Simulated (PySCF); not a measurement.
Simulated P 2p region for `O[SiH](O)P`, binding energy against the vacuum level.

Every computed line was given a Gaussian of 1.0 eV full width at half maximum and an area set by the number of equivalent atoms (split 2:1 within a doublet); the highest printed point is 100. Computed, not measured: delta-SCF UKS SCAN, pcX-2 on the ionised atom, pcseg-1 elsewhere, spin-free X2C in PySCF.

binding energy (eV), intensity and a bar:
```
    134.9          0 
    135.0          1 
    135.1          1 
    135.2          3 #
    135.3          5 #
    135.4          8 ###
    135.5         14 ####
    135.6         21 ######
    135.7         31 #########
    135.8         43 #############
    135.9         56 #################
    136.0         70 #####################
    136.1         82 #########################
    136.2         92 ############################
    136.3         98 #############################
    136.4        100 ##############################
    136.5         98 #############################
    136.6         93 ############################
    136.7         87 ##########################
    136.8         80 ########################
    136.9         74 ######################
    137.0         68 ####################
    137.1         63 ###################
    137.2         59 ##################
    137.3         53 ################
    137.4         47 ##############
    137.5         40 ############
    137.6         33 ##########
    137.7         25 ########
    137.8         19 ######
    137.9         13 ####
    138.0          9 ###
    138.1          6 ##
    138.2          3 #
    138.3          2 #
    138.4          1 
    138.5          1 
    138.6          0 
    138.7          0
```

Question: How many maxima does the curve show, and how many computed lines lie under it?

Answer: The curve has 1 maximum (at 136.4 eV). Under it lie 2 lines from 1 inequivalent phosphorus site, drawn as a 2p3/2, 2p1/2 pair. At this width some lines have no maximum of their own.

Question: Decompose the envelope and assign each component. Numbering: `[OH:1][SiH:2]([OH:3])[PH2:4]`.

Answer: 
```tsv
position (eV)	relative area	line	atoms	environment
136.33	0.67	P 2p3/2	P4	three-coordinate phosphorus
137.22	0.33	P 2p1/2	P4	three-coordinate phosphorus
```

The curve has no shake-up lines and no vibrational structure. The 2p values aren't plain energy differences: one relaxed spin-free 2p hole is combined with a matrix within the shell (ground-state 2p orbital-energy differences and spin–orbit coupling). 2p3/2, the mean of its two sublevels, lies a third of the splitting below the shell's mean and 2p1/2 two thirds above it; the statistical areas are 2:1. 2p1/2 minus 2p3/2 (ligand field included): P 0.89 eV. Geometry: PBE0-D3(BJ)/def2-SVP, one conformer, isolated molecule.

The values belong to the conformer `[OH:1][SiH:2]([OH:3])[PH2:4]`: H–O1–Si2–O3 60°, H–O3–Si2–O1 -128°, H–P4–Si2–O1 168°, H–P4–Si2–O1 75°.
